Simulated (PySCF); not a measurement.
`C(/C(C)=O)=C\C=C\[SiH3]`, C6H10OSi

Geometry:
| atom | x (Å) | y (Å) | z (Å) |
| --- | --- | --- | --- |
| C1 | 3.941 | 0.207 | 0.376 |
| C2 | 2.655 | -0.541 | 0.139 |
| O3 | 2.635 | -1.739 | -0.054 |
| C4 | 1.409 | 0.269 | 0.155 |
| C5 | 0.208 | -0.309 | -0.036 |
| C6 | -1.056 | 0.396 | -0.036 |
| C7 | -2.251 | -0.201 | -0.224 |
| Si8 | -3.886 | 0.702 | -0.219 |
| H9 | 4.790 | -0.487 | 0.339 |
| H10 | 4.070 | 0.994 | -0.384 |
| H11 | 3.913 | 0.710 | 1.356 |
| H12 | 1.489 | 1.348 | 0.327 |
| H13 | 0.198 | -1.394 | -0.203 |
| H14 | -1.008 | 1.480 | 0.130 |
| H15 | -2.248 | -1.288 | -0.387 |
| H16 | -4.761 | 0.203 | 0.887 |
| H17 | -3.633 | 2.163 | -0.029 |
| H18 | -4.613 | 0.485 | -1.507 |

The calculation used PySCF, quadratic response CAM-B3LYP/aug-cc-pVDZ first hyperpolarisability, Taylor convention, gas phase. Geometry: PBE0-D3(BJ)/def2-SVP.

**Question.** Give the tensor of the second harmonic β(−2ω;ω,ω) at 1064 nm in the axes of these coordinates.

**Answer.** In au, Taylor convention; rows are the first index (the induced dipole):
|  | xx | yy | zz | xy | xz | yz |
| --- | --- | --- | --- | --- | --- | --- |
| x | -854.8 | -12.4 | +48.0 | +197.5 | -46.8 | +10.1 |
| y | +170.6 | -81.0 | -29.8 | -11.7 | +8.7 | -3.0 |
| z | -50.5 | -3.1 | -4.1 | +10.9 | +43.3 | -29.2 |

Norm of βᵢ = ⅓ Σⱼ (βᵢⱼⱼ + βⱼᵢⱼ + βⱼⱼᵢ): 827.4 au, hyper-Rayleigh value 365.9 au.
